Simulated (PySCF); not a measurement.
B₂H₆O₄Si, SMILES OB(O)[SiH2]B(O)O.

The structure is a stationary point at B3LYP-D3(BJ)/def2-SVP. The structure was generated by enumeration, and PubChem lists no compound with its InChIKey, so it may never have been made. Other conformers were not sampled.

Two levels are set side by side: TDA-PBE/def2-SVPD (PySCF) and TDA-B3LYP/def2-SVPD (PySCF). Vertical, same geometry. The lowest singlet is HOMO→LUMO 96 % with PBE and HOMO→LUMO 98 % with the other functional; states are paired by order. Differences are taken from unrounded values.

| quantity | TDA-B3LYP | TDA-PBE | TDA-PBE minus TDA-B3LYP |
|---|---|---|---|
| lowest singlet excitation (eV) | 5.82 | 5.34 | -0.48 |
| lowest triplet excitation (TDA) (eV) | 5.10 | 4.75 | -0.34 |
| first bright state (f over 0.05) (eV) | 6.38 | 5.75 | -0.64 |
| its oscillator strength | 0.09 | 0.08 | -0.02 |

A lower first singlet is the usual sign of a functional without exact exchange. Differences between two approximate levels are no errors against the true value.

Rough cost on one machine, each run with all the roots and properties that it gave: TDA-B3LYP against TDA-PBE within a factor of 2.
